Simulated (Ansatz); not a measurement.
# Two structures, one formula

Two relaxed structures of AlHIBr, singlet (PBE0-D4/def2-TZVP; forces vanish, vibrations not checked).

A:

Br1  (-2.093, 0.080, -0.616)
Al2  (0.066, 0.201, -0.017)
I3  (1.210, -1.857, 0.681)
H4  (0.816, 1.577, -0.047)
(Å)

B:

```
4
angstrom
Br -1.5810 -1.0184 -0.3717
Al -0.0035 0.6961 -0.0306
I 2.1898 -1.9202 0.9168
H 0.7593 -2.5535 0.5203
```

Program: Ansatz 0.2.0. Basis: def2-TZVPP. Cores are frozen in the correlated methods. Filled d shells of the heavier atoms are correlated. Core potentials replace the inner electrons of the atoms past krypton. The def2 sets are not built for correlating such inner shells, so the correlated values are less sure here. B3LYP uses VWN-RPA correlation.

(1) Which structure is lower at CCSD(T), and by how much? (An estimate is asked for; the value comes from the calculation.)

T1 diagnostic: at most 0.009.

Answers

(1) The calculation gives: A, by 1.977 eV (electronic energy, against the other). By their contacts, A is AlHIBr ([Br][AlH][I]) and B is a complex of AlBr + HI.

All methods give the same order:

```tsv
method	E(B) − E(A) (eV)
PBE-D4	1.820
r2SCAN-D4	2.176
PBE0-D4	1.982
B3LYP-D4	1.839
wB97M-V	1.886
HF	2.183
MP2	2.158
CCSD	1.985
CCSD(T)	1.977
```

Labels in which every atom is bracketed show which atoms are joined, not bond orders.

For scale, one of the runs: CCSD(T)/def2-TZVPP, 154 basis functions, launched by `ansatz run in.yaml --threads 2 --pin off --events-out ev --progress --plain --max-ram 4352MiB`. Time: 49 s of wall clock on 2 CPU threads of an Arm Neoverse V2; the host was shared. Peak host memory: 1.2 GiB.
